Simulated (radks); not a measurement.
Values are calculated unless marked as measured or tabulated.
Species: Zn+. Configuration: [Ar] 3d10 4s(up 0.875, down 0.125) (fractional occupations, a model configuration). Level of theory: scalar-relativistic Kohn-Sham, BLYP, spin-polarised, spherical densities, point nucleus (a radial shooting solver on a logarithmic mesh with Libxc functionals).

Normalised radial functions P(r) = r R(r), r in bohr:

r	3p up
0.003759	0.0046
0.004934	0.0076
0.006425	0.0123
0.008434	0.0203
0.01107	0.0331
0.01441	0.0528
0.01892	0.0841
0.02483	0.1315
0.03234	0.1977
0.04245	0.2906
0.05527	0.4037
0.07255	0.5314
0.09523	0.6392
0.124	0.6729
0.1628	0.5657
0.2136	0.2609
0.2782	-0.2112
0.3651	-0.7599
0.4793	-1.1693
0.6241	-1.2694
0.8191	-1.0588
1.075	-0.6870
1.4	-0.3510
1.838	-0.1304
2.412	-0.0334
3.141	-0.0056
4.123	-0.0005
5.411	0.0000
7.046	0.0000

3p up: eigenvalue -92.943 eV, 1 radial node at r = 0.249 bohr, <r> = 0.714 bohr, 90 % of the charge inside 1.10 bohr.
